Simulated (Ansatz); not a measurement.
Geometry optimisation, RKS revPBE/def2-SVP (Ansatz).

Input file:

```yaml
crystal:
  periodic: [false, false, false]
  atoms:
    - { symbol: O, position_ang: [-2.4946, 1.216, 0.0915] }
    - { symbol: Si, position_ang: [-1.483, -0.0716, 0.2921] }
    - { symbol: "N", position_ang: [0.1898, 0.5045, 0.1818] }
    - { symbol: C, position_ang: [0.49034, 1.15954, -1.16094] }
    - { symbol: Te, position_ang: [2.4558, 1.79647, -1.31346] }
    - { symbol: H, position_ang: [-2.3806, 1.5805, -0.8501] }
    - { symbol: H, position_ang: [-1.6925, -0.6744, 1.6143] }
    - { symbol: H, position_ang: [-1.6882, -1.0508, -0.7647] }
    - { symbol: H, position_ang: [0.35934, 1.2059, 0.88233] }
    - { symbol: H, position_ang: [-0.23192, 1.99558, -1.28351] }
    - { symbol: H, position_ang: [0.23085, 0.37489, -1.96454] }
    - { symbol: H, position_ang: [2.25727, 2.8826, -0.0129] }
basis:
  gaussian: { orbitals: def2-SVP }
hamiltonian:
  xc: revpbe
relax:
  f_tol: 0.015
  max_steps: 40
```

Run as:

```bash
$ ansatz run input.yaml --threads 2 --pin off --max-ram 3072MiB --backend cpu --events-out ev --progress --plain --runs-dir out
```

Question: Where does it end, and by what steps?

Answer: The run converged. After 32 steps the energy has fallen by 0.761 eV; H6 moved furthest, 1.44 Å.

```csv
step,energy less start (eV),largest force component (eV/Å),accepted
0,0.0000,2.630,yes
2,-0.5250,0.587,yes
4,-0.6457,0.139,yes
6,-0.6863,0.488,yes
8,-0.7206,0.480,yes
10,-0.7372,0.135,yes
12,-0.7387,0.385,no
14,-0.7487,0.093,yes
16,-0.7526,0.178,yes
18,-0.7556,0.103,yes
20,-0.7573,0.032,yes
22,-0.7576,0.124,yes
24,-0.7589,0.058,yes
26,-0.7602,0.076,yes
28,-0.7606,0.041,yes
30,-0.7607,0.021,yes
32,-0.7608,0.014,yes
```

```xyz
12
Properties=species:S:1:pos:R:3
O -3.016 0.353 0.515
Si -1.419 -0.065 0.169
N -0.440 1.369 -0.148
C 0.483 1.550 -1.215
Te 2.641 0.821 -0.916
H -3.447 0.893 -0.172
H -1.006 -0.816 1.398
H -1.264 -0.893 -1.079
H -0.294 2.016 0.634
H 0.622 2.613 -1.490
H 0.183 0.982 -2.117
H 2.970 2.097 0.133
```

Time of the run: 110 s on 2 threads of Arm Neoverse V1, with other jobs on the host, peak memory 0.18 GiB.
